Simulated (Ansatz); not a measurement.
Ansatz results at the PBE0-D4/def2-TZVP geometry: HOMO energy (PBE/def2-TZVPP) -6.64 eV; LUMO energy (PBE/def2-TZVPP) -2.15 eV; HOMO–LUMO gap (ωB97M-V/def2-TZVPP) 10.98 eV.

Problem. Which molecule gave them?
A. `[CH3][Nb](=[NH])([F])[Cl]`
B. `[NH]=[Nb]([NH2])([F])[F]`
C. `[NH2][Nb](=[O])([F])[Cl]`
D. `CC(C)(C)[N]=[Nb]([F])([F])[F]`

Solution. D. The others give `[NH2][Nb](=[O])([F])[Cl]`: -7.42, -2.88, 11.21; `[CH3][Nb](=[NH])([F])[Cl]`: -7.02, -2.99, 10.67; `[NH]=[Nb]([NH2])([F])[F]`: -6.77, -2.02, 11.28.
